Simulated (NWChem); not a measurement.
System meant: SiNH₃OBrF; SMILES [Si](F)(O)(Br)N

Input file for NWChem:

```
start job
memory heap 200 mb stack 900 mb global 1100 mb
geometry units angstroms noautoz
  N     -0.979278     1.635679    -1.071731
  Si     0.045953     0.784704     0.014458
  O      1.642820     1.123745    -0.272302
  F     -0.427639     1.258502     1.500967
  Br    -0.070508    -1.437061    -0.019766
  H     -0.915526     1.424336    -2.071051
  H     -1.957330     1.762945    -0.796445
  H      1.802912     2.075425    -0.412418
end
basis spherical
  * library def2-svp
end
dft
  xc b3lyp
  iterations 4
  mulliken
end
task dft energy
```

End of the output:

```
    Atom       Charge   Shell Charges
 -----------   ------   -------------------------------------------------------
    1 N    7     7.22   1.97  0.72  0.45  2.25  1.82  0.02
    2 Si  14    13.52   2.00  1.92  0.60  0.26  5.81  1.17  0.91  0.86
    3 O    8     8.21   1.97  0.89  0.60  2.72  2.02  0.01
    4 F    9     9.21   1.98  1.02  0.77  3.22  2.22  0.01
    5 Br  35    35.09   2.00  2.00  1.96  1.14  0.73  5.99  5.81  2.48  2.94  7.84  2.04  0.16
    6 H    1     0.92   0.59  0.21  0.12
    7 H    1     0.92   0.59  0.21  0.12
    8 H    1     0.90   0.55  0.17  0.18

 center of mass
 --------------
 x =  -0.01942745 y =  -0.21145716 z =   0.05501716

 moments of inertia (a.u.)
 ------------------
        1216.581856778248          -0.000000000000          -0.000000000000
          -0.000000000000         476.398616205098          -0.000000000000
          -0.000000000000          -0.000000000000        1234.545817462488

     Multipole analysis of the density
     ---------------------------------

     L   x y z        total         alpha         beta         nuclear
     -   - - -        -----         -----         ----         -------
     0   0 0 0     -0.000000    -38.000000    -38.000000     76.000000

     1   1 0 0     -0.030389     -0.015195     -0.015195     -0.000000
     1   0 1 0      0.764503      0.382252      0.382252      0.000000
     1   0 0 1     -1.027910     -0.513955     -0.513955      0.000000

     2   2 0 0    -34.960972    -83.185385    -83.185385    131.409798
     2   1 1 0      1.939498     -1.084302     -1.084302      4.108102
     2   1 0 1      1.393571     -2.858555     -2.858555      7.110681
     2   0 2 0    -32.978735   -254.455122   -254.455122    475.931509
     2   0 1 1     -1.933234      5.592807      5.592807    -13.118847
     2   0 0 2    -33.291924    -79.815218    -79.815218    126.338512

 ------------------------------------------------------------------------
 dft energy failed                                                                                  0
 ------------------------------------------------------------------------
 ------------------------------------------------------------------------
  current input line :
    21: task dft energy
 ------------------------------------------------------------------------
 ------------------------------------------------------------------------
 This type of error is most commonly associated with calculations not reaching convergence criteria
 ------------------------------------------------------------------------
 For more information see the NWChem manual at https://nwchemgit.github.io

0:dft energy failed:Received an Error in Communication
```

Q: Find the fault in this run and fix the input.

A: Convergence was not reached. Cause: the SCF was allowed too few iterations. This input runs:
```
start job
memory heap 200 mb stack 900 mb global 1100 mb
geometry units angstroms noautoz
  N     -0.979278     1.635679    -1.071731
  Si     0.045953     0.784704     0.014458
  O      1.642820     1.123745    -0.272302
  F     -0.427639     1.258502     1.500967
  Br    -0.070508    -1.437061    -0.019766
  H     -0.915526     1.424336    -2.071051
  H     -1.957330     1.762945    -0.796445
  H      1.802912     2.075425    -0.412418
end
basis spherical
  * library def2-svp
end
dft
  xc b3lyp
  iterations 150
  mulliken
end
task dft energy
```
It converges to -3094.92323 Ha (B3LYP/def2-SVP).
